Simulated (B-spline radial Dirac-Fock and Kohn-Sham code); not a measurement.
# The K (1s) hole of silicon ions: width and yield against charge

The computed values come from a radial finite-basis atomic code: a relativistic independent-particle model: LDA orbitals of the hole state, radiative multipoles to third order, Auger rates from the Coulomb interaction with a continuum orbital, Dirac-Fock energies. Tabulated ground configurations, configuration averages; single configurations, so decays that open only by mixing (as 1s 2s² with 1s 2p² in Be-like ions) are missing and such tiny yields are far too low.

```
  ion  configuration  radiative (eV)  non-radiative (eV)     yield
   Si   [Ne] 3s2 3p2          0.0224               0.422    0.0505
  Si⁺   [Ne] 3s2 3p1          0.0223               0.420    0.0504
 Si²⁺       [Ne] 3s2          0.0221               0.416    0.0504
 Si⁴⁺   [He] 2s2 2p6          0.0224               0.407    0.0521
 Si⁵⁺   [He] 2s2 2p5          0.0201               0.340    0.0559
 Si⁶⁺   [He] 2s2 2p4          0.0174               0.268    0.0608
 Si⁷⁺   [He] 2s2 2p3          0.0140               0.197    0.0662
 Si⁸⁺   [He] 2s2 2p2          0.0100               0.134    0.0697
 Si⁹⁺   [He] 2s2 2p1         0.00535              0.0841    0.0599
Si¹⁰⁺       [He] 2s2        3.25e-10              0.0581  5.59e-09
```
